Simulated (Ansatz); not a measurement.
`C[S][Mg][NH2]`, relaxed with RKS PBE-D4/def2-SVP in Ansatz 0.2.0 from a rough embedded geometry. The force threshold is 0.03 eV/Å; the program also tests the step.

Total charge 0; spin multiplicity 1.

Start:

```xyz
9

C     0.487    1.931    0.025
S    -0.949    1.579    0.958
Mg   -0.774   -0.797    0.427
N    -0.737   -2.783    0.024
H     1.401    1.395    0.397
H     0.352    1.655   -1.092
H     0.713    3.047    0.023
H     0.236   -3.109    0.315
H    -0.728   -2.917   -1.077
```

(1) How much energy does the relaxation release, and in how many steps? (An estimate is asked.)

(2) Which bonds change most? (Best estimate.)

(3) Give the relaxed structure. (Best estimate.)

## Answers

(1) Ansatz gave: 0.55 eV, in 6 steps.

(2) Computed: Mg3–N4 from 2.027 to 1.898 Å; S2–Mg3 from 2.441 to 2.317 Å; C1–S2 from 1.748 to 1.850 Å; N4–H9 from 1.109 to 1.024 Å.

(3) Computed: 
```xyz
9

C     0.565    2.107   -0.021
S    -0.870    1.343    0.861
Mg   -0.681   -0.902    0.322
N    -0.553   -2.748   -0.104
H     1.537    1.725    0.349
H     0.510    1.965   -1.118
H     0.526    3.194    0.184
H    -0.046   -3.462    0.426
H    -0.990   -3.222   -0.900
```
